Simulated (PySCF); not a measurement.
[ReNF4]- (charge -1 and doublet state).
SMILES: `[N]#[Re-]([F])([F])([F])[F]`

Level of theory: PySCF 2.14.0, PBE0-D3(BJ)/def2-SVP geometry optimisation, gas phase, def2 core potentials past Kr.

Take the most abundant isotopes and a rigid rotor. 

(1) Give the principal moments of inertia and the rotational constants in MHz.

(2) Classify the top.

(3) What does the inertial defect say?

(4) Give the other two planar moments, Paa and Pbb, and the rms extents of the mass along the axes.

(5) Where do the R-branch lines fall?

(6) Estimate the classical rotational partition function at 25 K, 298.15 K and 500 K.

Answers

(1) Ia = 187.59, Ib = 187.68, Ic = 259.70 u·Å²; 505379 MHz·u·Å²/I gives A = 2694, B = 2693, C = 1946 MHz.

(2) An oblate symmetric top, as the point group C4v requires two equal moments; the computed ones differ by 0.05 % because the geometry is symmetric only within the optimiser's tolerance; Ray's κ = 0.996.

(3) Not planar: Δ = Ic − Ia − Ib = -115.57 u·Å². For a rigid frame Δ = −2 Σ m c², so Σ m c² = 57.79 u·Å² lies off the ab plane. The atom farthest from that plane is 1.70 Å away.

(4) Paa = Σ m a² = (Ib + Ic − Ia)/2 = 129.89 and Pbb = Σ m b² = (Ia + Ic − Ib)/2 = 129.80 u·Å². With the mass M = 276.95 u, the rms extents √(P/M) along a, b and c are 0.68, 0.68, 0.46 Å.

(5) The dipole of 0.52 D (about the centre of mass, as the species is charged) lies along the symmetry axis, so ΔK = 0 and J+1 ← J falls at 2B(J+1) for every K: 5.39 GHz, 10.77 GHz, 16.16 GHz, 21.55 GHz, 26.93 GHz for J = 0 to 4.

(6) Point group C4v, symmetry number σ = 4; q = (√π/σ)·√((kT/h)³/(ABC)), k/h = 20836.6 MHz/K: 1400 at 25 K, 57700 at 298.15 K, 125000 at 500 K.

For this open shell read J as N, the rotation without spin; fine and hyperfine splittings come on top. Not checked by PBE0-D3(BJ)/def2-SVP frequencies. ⟨S²⟩ = 0.760 (exact for a doublet: 0.75). No vibrational averaging or centrifugal distortion is included, and the geometry carries the error of its method.

Caution for open-shell metal species: one SCF solution and one stationary point were followed, and a lower state or a bent or distorted shape isn't ruled out.
